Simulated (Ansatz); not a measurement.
The cluster In₂N₃⁻, relaxed as a singlet with RKS PBE0-D4/def2-SVPD in Ansatz, starting from the GFN1-xTB geometry. Force threshold 0.02 eV/Å.

In the def2 sets In takes a core potential; there is no spin–orbit coupling. The structure comes from a short search, and lower isomers may exist.

Start:

Cartesian coordinates in Å:
```
In -1.390 0.219 -1.190
In 1.474 1.039 0.374
N 0.131 1.862 -1.217
N -0.141 -2.038 1.330
N -0.074 -1.083 0.703
```

(1) Estimate the energy that the relaxation releases and the steps that it takes.

(2) Does the start keep its bonding and symmetry?

(3) Predict the relaxed structure.

Results:

(1) 26.1 kcal/mol, in 40 steps; 77 s on 4 threads of Arm Neoverse V1 on a shared host. The force fell under the threshold at step 18, but the optimiser went on and released 0.023 eV more. No frequencies were taken in this run, so the end may be a saddle point.

(2) Bonds lost: In1–N5, In2–N5 (atoms count from 1). The end holds 2 separate pieces. Point group C2v at the start, Cs at the end, both within 0.05 Å.

(3) 
```xyz
5

In   -1.440    0.901   -1.916
In    1.738    1.878   -0.114
N    -0.027    0.993   -0.491
N    -0.431   -1.707    1.687
N     0.161   -2.064    0.834
```
Bond lengths (bridged metal pairs left out): 2 × In–N 2.01 Å; 1 × N–N 1.10 Å.
